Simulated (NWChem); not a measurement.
Species: AgI; SMILES [Ag][I]

```xyz
2

Ag     0.0000     0.0000    -1.3679
I      0.0000     0.0000     1.2138
```
Atoms are numbered in this order, from 1.

Structure relaxed at the PBE0/def2-SVP level. def2 effective core potentials on Ag, I; no spin-orbit coupling.

Problem. List the 4 lowest vertical singlet excitations from CAM-B3LYP/def2-SVPD with def2 effective core potentials on Ag, I, TDA (NWChem).

Solution. 
```json
[
 {"state": "S1", "energy (eV)": "2.76", "oscillator strength": "0.010", "leading excitation (squared amplitude)": "HOMO → LUMO (0.95)"},
 {"state": "S2", "energy (eV)": "2.76", "oscillator strength": "0.010", "leading excitation (squared amplitude)": "HOMO−1 → LUMO (0.95)"},
 {"state": "S3", "energy (eV)": "3.81", "oscillator strength": "0.135", "leading excitation (squared amplitude)": "HOMO−2 → LUMO (0.84)"},
 {"state": "S4", "energy (eV)": "5.02", "oscillator strength": "0.000", "leading excitation (squared amplitude)": "HOMO−3 → LUMO (0.95)"}
]
```
